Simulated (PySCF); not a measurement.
Species: C4H7O3 (doublet state).
SMILES with atom numbers: `[CH3:1][O:2][CH:3][CH2:4][C:5](=[O:6])[OH:7]` (hydrogens: H8, H9, H10 on C1; H11 on C3; H12, H13 on C4; H14 on O7)

Structure used (GFN2-xTB), in Å, numbered top down from 1:
```xyz
14
C4H7O3 angstrom
C      2.4242   -0.3291    0.6824
O      1.4879    0.0369   -0.2962
C      0.3335   -0.6911   -0.3294
C     -0.8288   -0.0383   -0.9778
C     -1.7418    0.6634    0.0192
O     -1.4353    1.0514    1.1123
O     -2.9867    0.7823   -0.4660
H      2.0147   -0.1863    1.6883
H      2.7294   -1.3754    0.5678
H      3.2886    0.3184    0.5444
H      0.1799   -1.4271    0.4452
H     -1.4422   -0.7540   -1.5291
H     -0.4639    0.7190   -1.6751
H     -3.5601    1.2293    0.1769
```

The hyperfine couplings belong to this conformer and change with its torsions.

The calculation used UKS B3LYP, pcH-1 on C H O, non-relativistic, mean-field spin-orbit, GIAO in PySCF 2.14.0. Geometry: GFN2-xTB, one conformer, isolated molecule. The geometry wasn't refined by DFT: couplings that depend on bond lengths, twists or pyramidal angles can differ widely from those at the functional's own minimum. No stability test was run, so a lower SCF solution isn't excluded.

(1) The isotropic 13C couplings are +154.1, +85.5, -9.9, -3.7 MHz. Assign them to C1; C3; C4; C5.

(2) The isotropic 17O couplings are -30.4, -9.5, -0.8 MHz. Assign them to O2; O6; O7.

(3) The isotropic 1H couplings, averaged over equivalent nuclei, are -40.2, +26.3, +8.9, +5.4 MHz. Assign them to H8/H9/H10; H11; H12/H13; H14.

Answers

(1) 
| site | a_iso (MHz) | ρ(0) (bohr⁻³) | position | distance from C3 (Å) | spin population | largest \|T\| (MHz) |
| --- | --- | --- | --- | --- | --- | --- |
| C1 | -3.7 | -0.0033 | 2 bonds from C3 | 2.35 | -0.01 | 2.9 |
| C3 | +154.1 | +0.1371 | largest spin population | 0.00 | +0.89 | 148.3 |
| C4 | -9.9 | -0.0088 | 1 bond from C3 | 1.48 | -0.06 | 3.2 |
| C5 | +85.5 | +0.0760 | 2 bonds from C3 | 2.50 | +0.04 | 8.9 |

(2) 
| site | a_iso (MHz) | ρ(0) (bohr⁻³) | position | distance from C3 (Å) | spin population | largest \|T\| (MHz) |
| --- | --- | --- | --- | --- | --- | --- |
| O2 | -30.4 | +0.0502 | 1 bond from C3 | 1.37 | +0.13 | 68.2 |
| O6 | -0.8 | +0.0013 | 3 bonds from C3 | 2.87 | 0.00 | 1.6 |
| O7 | -9.5 | +0.0157 | 3 bonds from C3 | 3.64 | 0.00 | 1.6 |

(3) 
```tsv
site	a_iso (MHz)	ρ(0) (bohr⁻³)	position	distance from C3 (Å)	bound to	spin population there	largest |T| (MHz)
H8/H9/H10	+8.9	+0.0020	γ, 3 bonds from C3	2.86	C1	-0.01	6.8
H11	-40.2	-0.0090	α, 1 bond from C3	1.08	C3	+0.89	35.7
H12/H13	+26.3	+0.0059	β, 2 bonds from C3	2.12	C4	-0.06	9.7
H14	+5.4	+0.0012	4 bonds from C3	4.37	O7	0.00	2.2
```

ρ(0) is the spin density at the nucleus and T the dipolar tensor; entries for several nuclei are means. The largest Mulliken spin populations are on C3 (+0.89), O2 (+0.13) and C4 (-0.06). No atom but C3 exceeds +0.15. The angles at C3 add up to 354.0°, so it is nearly planar; its axial dipolar tensor and the negative coupling of its proton fit spin in a p orbital normal to that plane.

Examples of negative spin density at the nucleus (bohr⁻³): H11 (-0.0090), C4 (-0.0088) and C1 (-0.0033).

Class means assume fast exchange of nuclei equivalent by connectivity; if that motion is slow, each nucleus keeps its own coupling. The three 1H nuclei of mean +8.9 MHz run from -1.6 to 15.0 MHz in the frozen geometry. The 1H value of +26.3 MHz is a mean of couplings from 10.4 to 42.1 MHz in this one geometry, not an average over conformers.
